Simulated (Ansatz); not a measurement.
C2H5NSi, SMILES `C1=C[SiH2]N1`. Total charge 0; spin multiplicity 1. All single points use the PBE0-D4/def2-TZVP geometry.

```xyz
9

C     0.789    0.711   -0.274
C     1.048   -0.517    0.227
Si   -0.771   -0.766    0.200
N    -0.583    0.819   -0.576
H     1.472    1.535   -0.483
H     2.004   -0.960    0.447
H    -1.408   -1.804   -0.650
H    -1.498   -0.709    1.496
H    -1.052    1.692   -0.387
```

What is the dipole moment at B3LYP/def2-TZVPP? (Estimate.)

Ansatz gave: 1.08 D, with components (-0.14, 0.96, 0.47) D in this frame, pointing from negative to positive charge.

And with PBE, r2SCAN, ωB97M-V? (Best estimate.)

Computed: PBE 1.11 D, r2SCAN 1.13 D, ωB97M-V 1.11 D.

Give the Mulliken charges with B3LYP, PBE, ωB97M-V in def2-TZVPP. (An estimate is asked.)

Computed: 
```json
{"atom": "C1", "B3LYP": "0.10", "PBE": "0.08", "ωB97M-V": "0.12"}
{"atom": "C2", "B3LYP": "-0.39", "PBE": "-0.34", "ωB97M-V": "-0.41"}
{"atom": "Si3", "B3LYP": "0.47", "PBE": "0.38", "ωB97M-V": "0.40"}
{"atom": "N4", "B3LYP": "-0.36", "PBE": "-0.29", "ωB97M-V": "-0.34"}
{"atom": "H5", "B3LYP": "0.11", "PBE": "0.09", "ωB97M-V": "0.11"}
{"atom": "H6", "B3LYP": "0.11", "PBE": "0.09", "ωB97M-V": "0.11"}
{"atom": "H7", "B3LYP": "-0.09", "PBE": "-0.08", "ωB97M-V": "-0.04"}
{"atom": "H8", "B3LYP": "-0.08", "PBE": "-0.07", "ωB97M-V": "-0.04"}
{"atom": "H9", "B3LYP": "0.13", "PBE": "0.14", "ωB97M-V": "0.10"}
```

B3LYP here is the variant with VWN-RPA as its local correlation; programs differ in this.
